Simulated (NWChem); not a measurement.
C$_{5}$H$_{5}$N; SMILES C#C/C=N/C=C

```xyz
11

C      0.3314     3.0914     0.0000
C     -0.0231     1.9339     0.0000
C     -0.5134     0.5964     0.0000
N      0.2743    -0.4222     0.0000
C     -0.3184    -1.6837     0.0000
C      0.4268    -2.7973     0.0000
H      0.6711     4.1024     0.0000
H     -1.6088     0.4864     0.0000
H     -1.4135    -1.7422     0.0000
H     -0.0312    -3.7808     0.0000
H      1.5105    -2.7347     0.0000
```
Atoms are numbered in this order, from 1.

Coordinates come from a B3LYP/6-31G* (spherical d) optimisation.

### Question
Give the principal values of the shielding tensors (ppm) of C1, C2, C3, N4, C5 from Hartree-Fock/6-31G* (spherical d), GIAO (NWChem), with their diamagnetic and paramagnetic parts as GIAO splits them.

### Answer
| atom | σ11 | σ22 | σ33 | isotropic | diamagnetic | paramagnetic |
|---|---|---|---|---|---|---|
| C1 | 67.0 | 70.0 | 204.2 | 113.7 | 284.0 | -170.3 |
| C2 | 39.8 | 43.9 | 318.3 | 134.0 | 252.2 | -118.1 |
| C3 | -61.0 | 83.0 | 142.1 | 54.7 | 258.1 | -203.4 |
| N4 | -502.4 | -130.7 | 269.7 | -121.1 | 325.7 | -446.8 |
| C5 | -56.7 | 91.9 | 134.8 | 56.6 | 252.1 | -195.4 |
